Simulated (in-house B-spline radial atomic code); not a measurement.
A fraction x of an electron is removed from 3d in the vanadium ion V²⁺, starting from [Ar] 3d3 and keeping the highest spin. Computed with a B-spline radial code for spherical atoms: scalar-relativistic (X2C) PW91, spin-polarised, spherical fractional occupations, Fermi nucleus of rms radius 3.6002 fm.

```
   x  E(x) - E(0) (eV)  3d up level (eV)
   0            0.0000           -22.429
0.12            2.7943           -24.150
0.21            5.0270           -25.468
0.27            6.5818           -26.360
0.45           11.5713           -29.094
 0.5           13.0454           -29.869
0.54           14.2526           -30.494
0.74           20.6684           -33.680
0.85           24.4716           -35.475
0.98           29.2233           -37.634
   1           29.9793           -37.970
```

The exact functional would give a straight line between the two integer points. Deviations E(x) - E(0) - x[E(1) - E(0)], in eV: -0.803 at x = 0.12, -1.269 at x = 0.21, -1.513 at x = 0.27, -1.919 at x = 0.45, -1.944 at x = 0.5, -1.936 at x = 0.54, -1.516 at x = 0.74, -1.011 at x = 0.85, -0.156 at x = 0.98.

The curve lies below the straight line by up to 1.944 eV (at x = 0.5): convex, the delocalisation error that favours fractional charges.

**Question.** How well does Slater's transition state (minus the level at half occupation) give the ionisation energy?

**Answer.** It gives 29.869 eV against 29.979 eV from the two total energies; NIST lists 29.31 eV, ground level to ground level.
